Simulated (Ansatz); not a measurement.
# CHClGaSi: where a starting geometry ends

The starting geometry of this gas-phase doublet was optimised with GFN2-xTB.

```json
{"atom": "C", "x (Å)": "-2.1937", "y (Å)": "0.2325", "z (Å)": "-0.4631"}
{"atom": "Cl", "x (Å)": "-2.2415", "y (Å)": "3.4043", "z (Å)": "1.2562"}
{"atom": "Ga", "x (Å)": "-2.9301", "y (Å)": "1.3161", "z (Å)": "1.2016"}
{"atom": "Si", "x (Å)": "-1.2402", "y (Å)": "1.4655", "z (Å)": "-1.2687"}
{"atom": "H", "x (Å)": "-2.4349", "y (Å)": "-0.8019", "z (Å)": "-0.6586"}
```

**Question.** Predict what it relaxes into with PBE0-D3(BJ)/def2-SVP.

**Answer.** A new bond forms, giving a structure with Cl2 bridging Ga3 and Si4, given below by its coordinates. Distances that change by over a tenth: Cl2–Ga3 (2.20 → 2.52 Å). Contacts that close: Cl2–Si4 (3.34 → 2.30 Å).

The energy falls by 0.43 eV over 14 steps:

```csv
step,E − E(last) (eV)
1,0.434
2,0.239
4,0.189
5,0.178
7,0.126
8,0.073
10,0.005
11,0.001
13,0.000
14,0.000
```

Final geometry (Å):

```yaml
atoms:
  - { symbol: C, position_ang: [-2.2542, 0.3575, -0.3192] }
  - { symbol: Cl, position_ang: [-1.9680, 3.1819, 0.7352] }
  - { symbol: Ga, position_ang: [-3.1153, 1.0076, 1.3014] }
  - { symbol: Si, position_ang: [-1.3532, 1.7300, -0.9382] }
  - { symbol: H, position_ang: [-2.3497, -0.6603, -0.7118] }
```

Frequencies at the end are all real (lowest 117 cm⁻¹). Open shells are spin-unrestricted. Run with Ansatz 0.2.0, 66 s on 1 thread of Intel(R) Xeon(R) 6975P-C (Granite Rapids), with other jobs on the host.
